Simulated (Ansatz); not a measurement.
`F[SiH](Cl)C#C[SiH2]Cl` + `O[SiH](O)F` → `O[SiH](F)O[SiH2]Cl` + `C#C[SiH](F)Cl`  (ligand exchange at the Si–C bond)

Program: Ansatz. Geometries: PBE0-D4/def2-TZVP. ΔE: electronic, gas phase. CCSD(T)/CBS adds triple-zeta CCSD(T) − MP2 to the extrapolated MP2 energy (def2 sets, frozen cores). This one scheme is used for every species. DFT in def2-TZVPP. Each species was taken in one conformer, which may not be the lowest.

| species | LDA (SPW92) energy (Eh) |
| --- | --- |
| `F[SiH](Cl)C#C[SiH2]Cl` | -1670.84964 |
| `O[SiH](O)F` | -539.01381 |
| `O[SiH](F)O[SiH2]Cl` | -1286.78375 |
| `C#C[SiH](F)Cl` | -923.10937 |

(1) Work out ΔE.

Largest T1 diagnostic among the species: 0.012.

Answers

(1) ΔE = (-1286.78375) + (-923.10937) − (-1670.84964) − (-539.01381) = -0.02967 Eh = -18.6 kcal/mol. CCSD(T)/CBS gives -20.9 kcal/mol.

Leaving LDA and LC-ωPBE aside and taking each functional with its dispersion term where it has one, the values, not all of them listed here, spread over 5.6 kcal/mol, from BHLYP-D4 to revPBE-D4. LDA lies −1.8 kcal/mol from PBE without D4. From BLYP to BHLYP (50 % exact exchange), in def2-TZVPP and without D4, ΔE moves by −3.4 kcal/mol.
